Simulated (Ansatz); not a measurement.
Ansatz (a quantum-chemistry and plane-wave program) input:

Ansatz 0.2 input:
```yaml
crystal:
  periodic: [false, false, false]
  atoms:
    - {symbol: Sb, position_ang: [0.36954007, -0.02857774, 0.44969742]}
    - {symbol: Cl, position_ang: [0.78583708, 0.32362001, -1.75797415]}
    - {symbol: Cl, position_ang: [-1.89445728, -0.23788677, 0.40888190]}
basis:
  gaussian:
    orbitals: def2-SVPD
total_charge: 1
magnetization: {spin_polarized: false}
correlation: {method: ccsd_t, electrons: outside_noble_gas}
output: {forces: true}
```

Problem. Which total energy does the run end on?

Solution. -1158.15837 Eh (CCSD(T)/def2-SVPD). The basis has 86 functions.

It need not be the lowest isomer of its formula.
